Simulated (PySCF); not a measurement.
Frontier levels across methods

C4H5BCl2.
Atom-mapped SMILES: `[Cl:1][BH:2]/[CH:3]=[C:4]1/[CH2:5][C@@H:6]1[Cl:7]` (hydrogens: H8 on B2; H9 on C3; H10, H11 on C5; H12 on C6)

Structure used (PBE0-D3(BJ)/def2-SVP), in Å, numbered top down from 1:
```xyz
12
C4H5BCl2 angstrom
Cl     2.027    1.681   -0.972
B      1.859   -0.037   -1.274
C      0.760   -0.868   -0.581
C     -0.192   -0.333    0.191
C     -1.417   -0.483    0.976
C     -0.787    0.878    0.742
Cl    -1.571    2.029   -0.332
H      2.647   -0.530   -2.042
H      0.733   -1.954   -0.730
H     -1.370   -0.899    1.990
H     -2.340   -0.716    0.432
H     -0.295    1.376    1.583
```

Basis pcSseg-1 throughout (PySCF), one geometry. One conformer (not necessarily the lowest) at the PBE0-D3(BJ)/def2-SVP geometry, without solvent, vibrations or thermal averaging.

Q: How do the orbital energies, the gap and the dipole change with the method?

A: 
| method | kind | HOMO (eV) | LUMO (eV) | gap (eV) | μ (D) | SCF cycles |
| --- | --- | --- | --- | --- | --- | --- |
| BLYP | GGA | -6.59 | -3.11 | 3.48 | 2.73 | 14 |
| OPBE | GGA | -6.75 | -3.25 | 3.50 | 2.83 | 15 |
| KT2 | GGA | -6.85 | -3.30 | 3.55 | 2.80 | 15 |
| KT3 | GGA | -6.85 | -3.26 | 3.60 | 2.76 | 15 |
| BP86 | GGA | -6.87 | -3.39 | 3.47 | 2.82 | 14 |
| PBE0 | global hybrid | -8.09 | -2.45 | 5.63 | 2.92 | 14 |
| mPW1PW91 | global hybrid | -8.12 | -2.46 | 5.66 | 2.93 | 14 |
| HF | Hartree–Fock | -10.64 | 1.21 | 11.85 | 3.21 | 11 |

The HOMO spans 4.05 eV, from BLYP down to HF, and the gap runs from 3.47 eV (BP86) to 11.85 eV (HF). Over the methods BLYP (0 %), OPBE (0 %), KT2 (0 %), KT3 (0 %), BP86 (0 %), PBE0 (25 %), mPW1PW91 (25 %), HF (100 %), a straight line through the gap against the share of exact exchange rises by 0.83 eV for each 10 % (correlation coefficient 1.000). The dipole ranges from 2.73 D (BLYP) to 3.21 D (HF). This basis has no diffuse functions.
